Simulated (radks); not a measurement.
Spherical quantum dot in the effective-mass picture: electrons in a parabolic well V = omega^2 r^2 / 2 with omega = 0.115, all in effective atomic units (hartree* = m*/eps^2 hartree, bohr* = eps/m* bohr), one dielectric constant everywhere. Method: non-relativistic Kohn-Sham, PBEsol, spin-polarised, spherical densities; computed with a radial shooting solver with Libxc functionals. Levels are named by radial order and angular momentum (1s, 1p, 1d, 2s, ...), and open shells are averaged over m.

N = 3, configuration 1s2 1p(up 1, down 0). This is the lowest configuration that the search found. Occupied and some empty levels:

level    occupation  eigenvalue (hartree*)  <r> (bohr*)
1s up             1                0.62190        4.380
1s down           1                0.63567        4.216
1p up             1                0.68942        5.269
1p down           0                0.70838        5.223
1d up             0                0.77185        5.972
1d down           0                0.79214        5.996
2s up             0                0.80437        5.283
2s down           0                0.81368        5.353
1f up             0                0.86387        6.602
1f down           0                0.88337        6.663

Energy (hartree*): total 1.18818, kinetic 0.21590, external 0.47903, Hartree 0.87169, exchange-correlation -0.37844.
